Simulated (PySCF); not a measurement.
HOSi, SMILES [OH+]=[Si] (connectivity only; charge and spin as stated), charge +1, multiplicity 1.

Geometry optimised at r2SCAN-D4/def2-TZVPD. The isomer is the one that the SMILES or the coordinates give; other isomers of the formula were not compared.

Two levels are set side by side: PBE/def2-TZVPD (PySCF) and M06-2X/def2-TZVPD (PySCF). Same geometry, gas phase. Differences are taken from unrounded values.

```
quantity                     M06-2X     PBE  PBE minus M06-2X
---------------------------  ------  ------  ----------------
orbital gap (eV)              10.17    5.95             -4.22
highest occupied level (eV)  -17.86  -15.55              2.32
lowest empty level (eV)       -7.70   -9.60             -1.90
mean polarisability (bohr³)    22.4    23.4               1.0
```

PBE's occupied levels lie high since its potential decays too fast outside the molecule; exact exchange lowers them and widens the gap. PBE's more diffuse valence density responds more strongly to a field. Differences between two approximate levels are no errors against the true value.

Rough cost on one machine, each run with all the roots and properties that it gave: M06-2X against PBE about 3 times.
